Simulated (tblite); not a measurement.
C5H8O3S (charge +1 and doublet state).
Structure used (GFN2-xTB), in Å, numbered top down from 1:
```
atom  x, y, z in Å
C1    -1.4858    1.1975   -0.3111
C2    -0.8464    0.1195    0.5030
C3    -1.2822   -1.3726    0.2586
C4     0.1055   -1.6922   -0.2589
C5     0.4393   -0.4334   -0.0588
S6     1.9027    0.6061   -0.4160
O7     1.3603    1.8376   -0.8547
O8     2.7487   -0.2073   -1.2097
O9     2.4651    0.7460    1.0421
H10   -2.3948    1.5650    0.1678
H11   -1.7075    0.8675   -1.3229
H12   -0.8091    2.0574   -0.3737
H13   -0.7786    0.3874    1.5580
H14   -1.5262   -1.8984    1.1804
H15   -2.0586   -1.4727   -0.4962
H16    0.5633   -2.5871   -0.6287
H17    3.2972    0.2916    1.2108
```

All values are computed: GFN2-xTB (tblite) harmonic vibrations without scaling, gas phase. Against measured fundamentals such values can be off by several per cent, at times by over 20. One conformer, not necessarily the lowest. Open shells enter through the occupations alone, without spin polarisation, and single modes of such species can be off by tens of per cent.

Harmonic wavenumbers (cm⁻¹): 36.4, 104.5, 127.6, 174.0, 183.0, 221.2, 275.9, 309.3, 323.1, 369.9, 389.3, 432.1, 517.6, 543.9, 720.3, 767.9, 788.8, 814.4, 830.3, 846.8, 910.6, 929.8, 973.5, 994.7, 1032.4, 1099.0, 1113.9, 1118.4, 1144.8, 1170.8, 1270.2, 1301.6, 1351.5, 1362.5, 1367.7, 1433.2, 1659.8, 2935.0, 2980.1, 2989.2, 2998.0, 3018.2, 3058.6, 3171.6, 3512.0.

A = 2431, B = 1168, C = 979.9 MHz; mass 148.019 u (most abundant isotopes); point group C1, symmetry number 1; spin multiplicity 2.

**Question.** What is the zero-point energy?

**Answer.** Half the sum of the wavenumbers: 26837 cm⁻¹ = 76.73 kcal/mol.

**Question.** What is S at 298.15 K and 1 bar for an ideal gas of classical rigid rotors and harmonic oscillators?

**Answer.** Translation 40.91, rotation 29.14, vibration 29.01, spin (R ln 2) 1.38: S = 100.4 cal/(mol K).

**Question.** And Cp and H(298.15 K) − H(0)?

**Answer.** Cp = 39.29 cal/(mol K), of which vibrations give 31.34 (their classical limit is 45 R = 89.4); H(298.15 K) − H(0) = 7.05 kcal/mol without the zero-point energy, 4.68 from vibrations.

**Question.** What must be added to the electronic energy to get the Gibbs energy at 298.15 K and 1 bar?

**Answer.** ZPE + [H(298.15 K) − H(0)] − T·S = 76.73 + 7.05 − 29.95 = 53.83 kcal/mol.

**Question.** Which modes carry the vibrational entropy at 298.15 K?

**Answer.** 36.4 cm⁻¹: 5.45; 104.5 cm⁻¹: 3.37; 127.6 cm⁻¹: 2.98; 174.0 cm⁻¹: 2.39; 183.0 cm⁻¹: 2.30; 221.2 cm⁻¹: 1.95 cal/(mol K); the other 39 give 10.57 together.

**Question.** How do the functions run with temperature in this model?

**Answer.** 
| T (K) | S (cal/(mol K)) | Cp (cal/(mol K)) | H − H(0) (kcal/mol) | G − H(0) (kcal/mol) | ln q(vib) |
| --- | --- | --- | --- | --- | --- |
| 150 | 79.2 | 24.2 | 2.34 | -9.54 | 2.81 |
| 250 | 94.0 | 34.5 | 5.27 | -18.22 | 5.43 |
| 400 | 113.3 | 48.6 | 11.54 | -33.79 | 9.39 |
| 600 | 135.8 | 61.9 | 22.69 | -58.76 | 14.54 |
| 900 | 163.3 | 73.6 | 43.18 | -103.78 | 21.66 |

q(vib) and H(0) count from the zero-point level.

**Question.** Blend soft modes into free rotors: weight 1/[1 + (100 cm⁻¹/ν̃)⁴] for the oscillator and the rest for a rotor with moment μB/(μ + B), μ = h/(8π²ν), B = 10⁻⁴⁴ kg m². What vibrational entropy results?

**Answer.** 27.11 cal/(mol K) in place of 29.01, which changes −T·S at 298.15 K by +0.57 kcal/mol.

Hindered rotation and anharmonicity are outside this model. Other conformers, if any are populated, would add a mixing term that is left out. The structure is chiral; the term R ln 2 for an equal mix with its mirror image is left out.
